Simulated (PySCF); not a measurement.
**How methods differ on the excitation energy of N⁺**

N⁺ [He] 2s2 2p2 (3P) → N⁺ [He] 2s1 2p3 (5S), as a difference of total energies. All numbers are calculated (PySCF 2.14, scalar relativity by spin-free X2C-1e, in aug-cc-pVQZ-DK (6s5p4d3f2g, 80 functions)). Correlated levels: valence: 1s2 frozen. The calculations carry no spin-orbit coupling.

**Question.** Order these methods by the excitation energy they give, lowest first.
A. CCSD(T) (valence)
B. SCS-MP2 (valence)
C. CCSD (valence)
D. UHF

**Answer.** D (4.023 eV), C (5.721 eV), A (5.765 eV), B (5.971 eV).

Errors of the correlated levels include the incompleteness of this basis and the frozen core.

For comparison: 5.790 eV (measured; NIST levels, between the centres of gravity of the two terms).
